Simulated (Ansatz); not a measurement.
Consider the hydrogen abstraction from the Si–H bond: `O[SiH](O)O` + Cl• → `O[Si](O)O`• + HCl.

Gas-phase electronic energies from Ansatz, PBE0-D4/def2-TZVP geometries. CBS: MP2 limit from def2 TZ/QZ plus the TZ coupled-cluster correction, frozen cores. This one scheme is used for every species, atoms too. DFT in def2-TZVPP. Open shells (•) are unrestricted, without spin–orbit coupling. Spin–orbit coupling would lower the free atoms: a little for Cl. One conformer a species, not always the lowest.

```tsv
level	ΔE (kJ/mol)
B2PLYP	-15.9
revPBE	-43.3
PBE0	-31.4
r2SCAN0	-24.9
```

(1) What does CCSD(T)/CBS give? (Best estimate.)

Largest T1 diagnostic among the species: 0.014.

Results:

(1) Computed: -16.6 kJ/mol. The listed levels differ from it by 0.7, -26.7, -14.8, -8.3 kJ/mol.

Leaving LDA and LC-ωPBE aside and taking each functional with its dispersion term where it has one, the values, not all of them listed here, spread over 47.8 kJ/mol, from PBE-D4 to BHLYP-D4. LDA lies −17.3 kJ/mol from PBE without D4. In def2-TZVPP, CCSD(T) changes the Hartree–Fock value by −37.5 kJ/mol (the triples alone add −6.4 kJ/mol) and MP2 by −51.0 kJ/mol.

CCSD(T)/CBS has its own doubt, a few kJ/mol and more with outer-core shells, so smaller differences from it don't rank the levels.
